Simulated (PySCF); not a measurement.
This PySCF input asks for the NMR shieldings of SMILES O=C(/C(=C/C#C)[SiH](C)C)C, C$_{8}$H$_{12}$OSi; the geometry comes from GFN2-xTB.

```python
import basis_set_exchange as bse
import numpy as np
from pyscf import gto, dft
from pyscf.prop import nmr

atoms = """
C     0.228723    3.318868   -1.753171
C     0.665805    2.309398   -1.266853
C     1.261631    1.169153   -0.705406
C     0.582793    0.142918   -0.167733
C     1.281274   -0.982508    0.466614
C     2.648559   -1.360976   -0.053733
O     0.750815   -1.593789    1.372278
Si   -1.313736    0.067703    0.010878
C    -1.773043    0.615944    1.771910
C    -1.907810   -1.697477   -0.362209
H    -0.180341    4.185241   -2.180540
H     2.347471    1.192503   -0.707538
H     3.382803   -0.635679    0.293934
H     2.925006   -2.340382    0.328495
H     2.655491   -1.369295   -1.140858
H    -1.869452    0.995402   -0.990370
H    -1.311340   -0.034202    2.508892
H    -2.847680    0.583786    1.922983
H    -1.439889    1.631687    1.965356
H    -1.491499   -2.406679    0.346052
H    -1.616199   -2.012100   -1.360460
H    -2.989792   -1.760131   -0.299369
"""
names = dict.fromkeys(["C", "O", "Si", "H"], "pcSseg-1")
basis = {el: gto.basis.parse(bse.get_basis(n, elements=[el], fmt="nwchem")) for el, n in names.items()}
mol = gto.M(atom=atoms, basis=basis, charge=0, verbose=0)
mf = dft.RKS(mol, xc="PBE0")
mf.grids.level = 2
mf.grids.alignment = dft.numint.BLKSIZE   # the property module wants whole blocks of grid points
mf.conv_tol = 1e-9
mf.kernel()

calc = nmr.RKS(mf)   # GIAO
C = mf.mo_coeff
Co = C[:, mf.mo_occ > 0]
resp = mf.gen_response(singlet=True, hermi=2)
def vind(x):   # induced exchange potential for any number of trial vectors
    d = np.einsum("pi,xij,qj->xpq", C, 2 * x.reshape(-1, C.shape[1], Co.shape[1]), Co, optimize=True)
    return np.einsum("xpq,pi,qj->xij", resp(d - d.transpose(0, 2, 1)), C, Co, optimize=True).ravel()
mo1, _ = nmr.rhf.solve_mo1(calc, with_cphf=vind)
sigma = calc.kernel(mo1)
for i, s in enumerate(sigma):   # ppm
    w = np.linalg.eigvalsh((s + s.T) / 2)
    print("%2d %-2s iso %8.1f  s11 %8.1f  s22 %8.1f  s33 %8.1f" % (i, mol.atom_pure_symbol(i), w.mean(), *w))
```

**Question.** Give the expected output.

**Answer.** 
```
 0 C  iso     80.1  s11     36.1  s22     38.3  s33    165.9
 1 C  iso    100.9  s11      1.6  s22      4.2  s33    297.0
 2 C  iso     51.9  s11    -62.7  s22     62.8  s33    155.7
 3 C  iso     20.2  s11    -96.4  s22     13.6  s33    143.4
 4 C  iso    -22.2  s11   -102.2  s22    -61.9  s33     97.6
 5 C  iso    158.1  s11    137.9  s22    147.0  s33    189.4
 6 O  iso   -353.9  s11   -993.4  s22   -394.5  s33    326.3
 7 Si iso    373.6  s11    349.8  s22    377.4  s33    393.5
 8 C  iso    188.1  s11    183.1  s22    187.7  s33    193.5
 9 C  iso    191.1  s11    186.2  s22    191.5  s33    195.7
10 H  iso     28.0  s11     24.8  s22     25.4  s33     33.9
11 H  iso     24.9  s11     21.5  s22     25.0  s33     28.2
12 H  iso     29.1  s11     25.3  s22     29.0  s33     32.9
13 H  iso     29.6  s11     26.2  s22     28.1  s33     34.6
14 H  iso     29.5  s11     26.2  s22     29.8  s33     32.5
15 H  iso     26.7  s11     23.0  s22     25.9  s33     31.1
16 H  iso     30.9  s11     26.0  s22     29.3  s33     37.5
17 H  iso     31.6  s11     27.4  s22     28.4  s33     39.2
18 H  iso     31.5  s11     26.6  s22     29.6  s33     38.2
19 H  iso     31.1  s11     26.1  s22     29.7  s33     37.4
20 H  iso     31.8  s11     27.3  s22     29.3  s33     38.9
21 H  iso     31.7  s11     27.3  s22     28.6  s33     39.3
```

These numbers come from an equivalent density-fitted implementation of the same equations, which agrees with the script to about 0.01 ppm for H and up to a few tenths of a ppm for heavy atoms, so last digits may differ.

**Question.** Turn these shieldings into chemical shifts. δ = σ(ref) − σ, references computed at the same level: $^{13}$C (σref 186.93), $^{29}$Si (σref 349.16), $^{1}$H (σref 31.72) vs TMS; $^{17}$O (σref 336.08) against H2O.

**Answer.** Averaging equivalent atoms: C 4: 209.1; C 3: 166.7; C 2: 135.0; C 0: 106.8; C 1: 86.0; C 5: 28.8; C 8/9: -2.7; O 6: 689.9; Si 7: -24.4; H 11: 6.82; H 15: 5.03; H 10: 3.72; H 12/13/14: 2.33; H 16/17/18/19/20/21: 0.27 ppm. Unscaled 17O shifts of doubly bonded oxygen tend to come out too high, by tens of ppm or more. Experimental scales use liquid or dissolved standards, which lie at an offset from isolated H2O (liquid H2O: subtract about 36 ppm).

Size and cost of the density-fitted run: 237 basis functions, 110 s wall time on 1 thread of an Arm Neoverse N1, shared host; peak memory 1.2 GiB.
